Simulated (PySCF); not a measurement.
**Electronic structure of Ge (germanium, neutral) at the wB97X-V level**

Configuration: [Ar] 3d10 4s2 4p2, high-spin 3P determinant. All numbers are calculated (PySCF 2.14, scalar relativity by spin-free X2C-1e, in aug-cc-pVTZ-DK (7s6p4d2f, 59 functions)).

```json
{
 "Total energy": "-2098.539 hartree",
 "One-electron energy": "-2921.385 hartree",
 "Hartree (Coulomb) energy": "902.824 hartree",
 "Exchange-correlation energy": "-79.978 hartree",
 "⟨S²⟩": "2.0031",
 "⟨L²⟩": "2.009",
 "Sum of ⟨r⟩": "24.03 bohr",
 "Sum of ⟨r²⟩": "40.68 bohr²",
 "Traceless quadrupole moment −½Σ⟨3z² − r²⟩ along its main axis": "3.76 e·bohr²",
 "Langevin diamagnetic susceptibility": "-32.2 ×10⁻⁶ cm³/mol"
}
```

```csv
shell,electrons,mean orbital energy (hartree),spread (hartree),"rms radius, mean of both spins (bohr)"
1s α,1,-403.98320,0,0.0542
1s β,1,-403.98105,0,0.0542
2s α,1,-51.08149,0,0.228
2s β,1,-51.08091,0,0.228
2p α,3,-44.62812,0.00238,0.203
2p β,3,-44.62618,0.00446,0.203
3s α,1,-6.53994,0,0.669
3s β,1,-6.53735,0,0.669
3p α,3,-4.55297,0.01029,0.702
3p β,3,-4.54961,0.01462,0.702
3d α,5,-1.30395,0.01147,0.829
3d β,5,-1.29937,0.01589,0.829
4s α,1,-0.59861,0,2.32
4s β,1,-0.52194,0,2.32
4p α,2,-0.27155,0,3.07
```

Densities and radii are taken from the X2C orbitals without a picture-change correction, which distorts them close to the nucleus.
